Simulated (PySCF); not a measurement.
cadmium atom (Cd), singlet (core potentials on Cd). Base run: PySCF with CAMB3LYP/def2-TZVP, polarisability.

PySCF was given this input:
```python
from pyscf import gto, scf, dft
from pyscf.prop import polarizability

mol = gto.Mole()
mol.atom = '''
    Cd    0.000000    0.000000    0.000000
'''
mol.basis = 'def2-tzvp'
mol.ecp = {'Cd': 'def2-tzvp'}
mol.charge = 0
mol.spin = 0
mol.verbose = 4
mol.build()

mf = dft.RKS(mol)
mf.xc = 'camb3lyp'
mf.kernel()
alpha = mf.Polarizability().polarizability()[2, 2]
print('alpha_zz =', alpha)
```

Variants of this job, named by their change:

| change | alpha_zz (bohr³) | basis functions |
|---|---|---|
| base | 47.33 | 40 |
| basis = def2-SVP | 47.48 | 31 |
| basis = def2-TZVPD | 47.33 | 40 |
| finite field (a.u.) = 2e-4; conv_tol = 1e-6 | 45.36 | 40 |
| basis = def2-SVPD | 47.57 | 34 |
| functional = pbe | 45.01 | 40 |
| functional = lda,vwn | 42.51 | 40 |
| finite field (a.u.) = 0.02; conv_tol = 1e-11 | 47.19 | 40 |
| finite field (a.u.) = 0.005; conv_tol = 1e-11 | 47.32 | 40 |
| finite field (a.u.) = 0.05; conv_tol = 1e-11 | 46.49 | 40 |
| functional = hf | 61.71 | 40 |
| finite field (a.u.) = 0.001; conv_tol = 1e-6 | 47.33 | 40 |

Finite-field rows take the second difference of the energy in a field along z; a small field with loose convergence shows SCF noise divided by the square of the field, and a large one adds hyperpolarisability.
